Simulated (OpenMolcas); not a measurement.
# Ar IV: from CASSCF to CASPT2

```json
{"Program": "OpenMolcas", "Basis": "ANO-RCC-VQZP [6s5p3d2f1g]", "Scalar Hamiltonian": "DKH2, point nucleus", "Active space": "5 electrons in 4 orbitals (3s 3p)", "State averaging": "2S+1 = 4 odd, 1 root; 2S+1 = 2 odd, 8 roots; 2S+1 = 4 even, 3 roots; 2S+1 = 2 even, 9 roots", "Spin-orbit coupling": "state interaction with AMFI integrals over the reference wave functions, term energies averaged over their components"}
```

Methods on the same reference wave functions:
A. CASSCF
B. SS-CASPT2, IPEA 0.25 Eh, imaginary shift 0.1 Eh (closed shells correlated: 2s 2p)

Energies in cm⁻¹ above 3s² 3p³ ⁴S°_3/2, the measured ground level; measured values from Saloman, J. Phys. Chem. Ref. Data 39, 033101 (2010).

```
          Level       A       B  Measured
3s² 3p³ ⁴S°_3/2     0.0     0.0       0.0
3s² 3p³ ²D°_3/2   26000   21500     21091
3s² 3p³ ²D°_5/2   26149   21610     21220
3s² 3p³ ²P°_1/2   36343   35070     34855
3s² 3p³ ²P°_3/2   36488   35180     35032
  3s 3p⁴ ⁴P_5/2  126058  121920    117563
  3s 3p⁴ ⁴P_3/2  127004  122870    118516
  3s 3p⁴ ⁴P_1/2  127547  123410    119043
  3s 3p⁴ ²D_3/2  176874  157840    145921
  3s 3p⁴ ²D_5/2  176895  157860    145999
  3s 3p⁴ ²S_1/2  202650  190470    177832
  3s 3p⁴ ²P_3/2  224643  204720    222956
  3s 3p⁴ ²P_1/2  225791  205890    224019
```

Deviations, from unrounded energies. A percentage is the sum of absolute deviations over the sum of measured energies, with the sign that they share, or ± where signs differ.

```json
{"Against measurement": "mean absolute deviation (cm-1)", "Levels": "12", "A": "11000", "B": "7300"}
{"Against measurement": "other terms of the ground configuration (%)", "Levels": "4", "A": "+11.4", "B": "+1.0"}
{"Against measurement": "other configurations (%)", "Levels": "8", "A": "+9.1", "B": "±6.8"}
```

B lies closest to measurement on these levels. The largest miss of B in the table is 3s 3p⁴ ²P_3/2, by -18000 cm-1. The ranking rests on the paired levels alone, and a cruder setting can come out closer through cancelling errors.

From A to B the spin-free energies of the other terms of 3s² 3p³ shown, above ⁴S°, scale by factors of 0.83 to 0.96.

The lowest spin-free term lies below A's lowest term by 0.183 hartree in B.

CASPT2 breaks the degeneracy within a term, and the mean is taken; among the terms shown or strongly mixed into the levels shown the widest spread is 1100 cm-1 (3s 3p⁴ ²D, B). Over all roots computed the reference weight is 0.89 to 0.96 in B; the roots of lowest weight are the least certain, and an intruder state may touch them. Terms of s pⁿ other than that of highest spin mix with s² pⁿ⁻² d, which this space lacks; all of them can be thousands of cm-1 off, and some have no real level of that name. Computed and measured levels are paired by configuration, term and J; levels that our copy of the source lacks, or whose pairing is in doubt (as where it misses far off the trend of its configuration), stay unpaired and out of the deviations. Only configurations of the active space appear.

° marks odd parity.
